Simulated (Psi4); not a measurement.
chlorobenzene (C6H5Cl), singlet, at a GFN2-xTB geometry; MP2/STO-3G (Psi4).

The Psi4 input:
```
memory 2 GB

molecule mol {
0 1
  Cl    2.230833    0.178301    0.001666
  C     0.505653    0.040415    0.000378
  C    -0.270115    1.188040    0.019311
  C    -1.649225    1.070452    0.018162
  C    -2.244936   -0.179428   -0.001677
  C    -1.458233   -1.318817   -0.020483
  C    -0.077952   -1.215859   -0.019571
  H     0.201293    2.158229    0.034705
  H    -2.258747    1.961460    0.032865
  H    -3.320984   -0.265432   -0.002481
  H    -1.918469   -2.295326   -0.035985
  H     0.541595   -2.098853   -0.034150
}

set basis sto-3g
set reference rhf
set freeze_core true
set mp2_type conv
set scf_type pk
set puream true
set d_convergence 1e-8

energy('mp2')
print_variables()
```

Output, abridged:

```
   => Loading Basis Set <=

    Name: STO-3G
    Role: ORBITAL
    Keyword: BASIS

         ---------------------------------------------------------
                                   SCF
               by Justin Turney, Rob Parrish, Andy Simmonett
                          and Daniel G. A. Smith
                              RHF Reference
         ---------------------------------------------------------

  ==> Geometry <==

    Molecular point group: c1
    Full point group: C1

    Geometry (in Angstrom), charge = 0, multiplicity = 1:

       Center              X                  Y                   Z               Mass
    ------------   -----------------  -----------------  -----------------  -----------------
         CL           2.151697547582     0.171975821128     0.001606962924    34.968852682000
         C            0.426517547582     0.034089821128     0.000318962924    12.000000000000
         C           -0.349250452418     1.181714821128     0.019251962924    12.000000000000
         C           -1.728360452418     1.064126821128     0.018102962924    12.000000000000
         C           -2.324071452418    -0.185753178872    -0.001736037076    12.000000000000
         C           -1.537368452418    -1.325142178872    -0.020542037076    12.000000000000
         C           -0.157087452418    -1.222184178872    -0.019630037076    12.000000000000
         H            0.122157547582     2.151903821128     0.034645962924     1.007825032230
         H           -2.337882452418     1.955134821128     0.032805962924     1.007825032230
         H           -3.400119452418    -0.271757178872    -0.002540037076     1.007825032230
         H           -1.997604452418    -2.301651178872    -0.036044037076     1.007825032230
         H            0.462459547582    -2.105178178872    -0.034209037076     1.007825032230

  Running in c1 symmetry.

  Rotational constants: A =      0.19207  B =      0.05306  C =      0.04157 [cm^-1]
  Rotational constants: A =   5758.17307  B =   1590.55230  C =   1246.29442 [MHz]
  Nuclear repulsion =  317.505072523960735

  Charge       = 0
  Multiplicity = 1
  Electrons    = 58
  Nalpha       = 29
  Nbeta        = 29

  ==> Algorithm <==

  SCF Algorithm Type is PK.
  DIIS enabled.
  MOM disabled.
  Fractional occupation disabled.
  Guess Type is SAD.
  Energy threshold   = 1.00e-08
  Density threshold  = 1.00e-08
  Integral threshold = 1.00e-12

  ==> Primary Basis <==

  Basis Set: STO-3G
    Blend: STO-3G
    Number of shells: 28
    Number of basis functions: 44
    Number of Cartesian functions: 44
    Spherical Harmonics?: true
    Max angular momentum: 1

  ==> Integral Setup <==

  Using in-core PK algorithm.
   Calculation information:
      Number of atoms:                  12
      Number of AO shells:              28
      Number of primitives:             84
      Number of atomic orbitals:        44
      Number of basis functions:        44

      Integral cutoff                 1.00e-12
      Number of threads:                 1

  Performing in-core PK
  Using 981090 doubles for integral storage.
  We computed 71610 shell quartets total.
  Whereas there are 82621 unique shell quartets.

  ==> DiskJK: Disk-Based J/K Matrices <==

    J tasked:                  Yes
    K tasked:                  Yes
    wK tasked:                  No
    Schwarz Cutoff:          1E-12

  Minimum eigenvalue in the overlap matrix is 1.6638691367E-01.
  Reciprocal condition number of the overlap matrix is 6.5013182782E-02.
    Using symmetric orthogonalization.

  ==> Pre-Iterations <==

  SCF Guess: Superposition of Atomic Densities via on-the-fly atomic UHF (no occupation information).

   -------------------------
    Irrep   Nso     Nmo
   -------------------------
     A         44      44
   -------------------------
    Total      44      44
   -------------------------

  ==> Iterations <==

                        Total Energy        Delta E     RMS |[F,P]|

[...]
  @RHF Final Energy:  -681.89375787046322
    Total Energy =                       -681.8937578704632188
  DIE_IF_NOT_CONVERGED          => (empty)
[...]
  PARENT_SYMMETRY               => (empty)
  PCG_BETA_TYPE                 => (empty)
  PCG_CONVERGENCE               => (empty)
  PCG_MAXITER                   => (empty)
  PCM                           => (empty)
  PE                            => (empty)
  PRINT                         => (empty)
  PRINT_NOONS                   => (empty)
  PROPERTIES                    => (empty)
  PROPERTIES_ORIGIN             => (empty)
  PUREAM                        => TRUE            !
  QC_MODULE                     => (empty)
  RAS1                          => (empty)
  RAS2                          => (empty)
  RAS3                          => (empty)
  RAS4                          => (empty)
  RELATIVISTIC                  => (empty)
  RELAXED                       => (empty)
  REMP_A                        => (empty)
  RESTRICTED_DOCC               => (empty)
  RESTRICTED_UOCC               => (empty)
  RMS_MOGRAD_CONVERGENCE        => (empty)
  R_CONVERGENCE                 => (empty)
  SCF_TYPE                      => PK              !
  SCREENING                     => (empty)
  SCS_TYPE                      => (empty)
  SOCC                          => (empty)
  SOS_TYPE                      => (empty)
  SPIN_SCALE_TYPE               => NONE            !
  SS_SCALE                      => (empty)
  SYMMETRIZE                    => (empty)
  TPDM_ABCD_TYPE                => (empty)
  WFN                           => (empty)
  WFN_TYPE                      => OMP2            !
  WRITER_FILE_LABEL             => (empty)
  ZORA_BASIS_TOLERANCE          => (empty)
  ZORA_NR_DEBUG                 => (empty)
  ZORA_PRUNING_SCHEME           => (empty)
  ZORA_RADIAL_POINTS            => (empty)
  ZORA_SPHERICAL_POINTS         => (empty)

 ==============================================================================
 ==============================================================================
 ==============================================================================

                             MP2
                    Program Written by Ugur Bozkaya,
              Additional Contributions by J. P. Misiewicz

 ==============================================================================
 ==============================================================================
 ==============================================================================

	MO spaces per irreps...

	IRREP   FC    OCC   VIR  FV
	==============================
	   A    11    18    15    0
	==============================

	Cost of iabc is      0 MB
	Cost of abcd is      0 MB
	Switching to the incore algorithm for iabc..
	Switching to the incore algorithm for abcd..

	Computing MP2 energy using SCF MOs (Canonical MP2)...
	==============================================================================
	Nuclear Repulsion Energy (a.u.)    :   317.50507252396073
	SCF Energy (a.u.)                  :  -681.89375787046322
	REF Energy (a.u.)                  :  -681.89375787046322
	Alpha-Alpha Contribution (a.u.)    :    -0.03672376357082
	Alpha-Beta Contribution (a.u.)     :    -0.27845287274862
	Beta-Beta Contribution (a.u.)      :    -0.03672376357082
	Scaled_SS Correlation Energy (a.u.):    -0.02448250904722
	Scaled_OS Correlation Energy (a.u.):    -0.33414344729834
	SCS-MP2 Total Energy (a.u.)        :  -682.25238382680868
	SOS-MP2 Total Energy (a.u.)        :  -682.22790131776151
	SCSN-MP2 Total Energy (a.u.)       :  -682.02302551823243
	SCS-MP2-VDW Total Energy (a.u.)    :  -682.28690131115218
	SOS-PI-MP2 Total Energy (a.u.)     :  -682.28359189231128
	MP2 Correlation Energy (a.u.)      :    -0.35190039989026
	MP2 Total Energy (a.u.)            :  -682.24565827035349
	==============================================================================

  Variable Map:
  ----------------------------------------------------------------------------
[...]
  Array Variable Map:
  ----------------------------------------------------------------------------
[...]
[...]
```
